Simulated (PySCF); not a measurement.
# Assigning NMR signals

Mapped SMILES: `[CH3:1][O:2][SiH2:3][C:4]([O:5][CH3:6])=[C:7]([F:8])[F:9]`. Each H is labelled by its parent atom.

[PySCF: structure optimised with GFN2-xTB; σ from GIAO-PBE0/pcSseg-1; averaged over atoms made equivalent by symmetry, fast rotation or ring inversion; one conformer; non-relativistic Hamiltonian; isolated molecule]

Shifts are taken against calculated references (same method and geometry level): TMS for $^{13}$C, $^{1}$H.

**Question.** Assign these signals to the numbered atoms. $^{13}$C{$^{1}$H} NMR (computed): δ 165.7 (C), 124.6 (C), 60.3 (CH3), 54.5 (CH3).

**Answer.** 
165.7 → C7, β carbon of an enol-ether or enamine type C=C
124.6 → C4, alkene carbon bearing oxygen: an sp2 carbon of a C=C bond
60.3 → C6, methyl carbon bonded to O: deshielded by the electronegative neighbour
54.5 → C1, methyl carbon bonded to O

**Question.** Assign these signals to the numbered atoms. $^{1}$H NMR (600 MHz, computed): δ 5.09 (s, 2H), 3.99 (s, 3H), 3.91 (s, 3H).

**Answer.** 
```tsv
δ (ppm)	atoms	environment	reason
5.09	H(Si3)	hydrogen on a silicon bonded to C, O	–
3.99	H(C1)	hydrogen on a methyl carbon bonded to O	its carbon carries O, which withdraws density
3.91	H(C6)	hydrogen on a methyl carbon bonded to O	–
```

H(C1) and H(C6) lie closer than the usual error of such a calculation, so a measured spectrum could show them in the other order.

Splittings by $^{19}$F in the carbon and heteronuclear signals aren't shown, as no couplings were computed. Shifts are as computed. Against solution values, carbons near 30 ppm lie about +3 ppm off and those near 130 ppm about +5 ppm. Of 1211 compounds with measured shifts, 218 miss one by over three times the rms of a fit or turn the order of signals round; such compounds aren't used in these exercises. No couplings were computed; multiplicities are counted from neighbouring protons, with m where these are inequivalent, close in shift, in a saturated or five-membered ring or joined by F or P, and br s for small geminal =CH2 splittings.
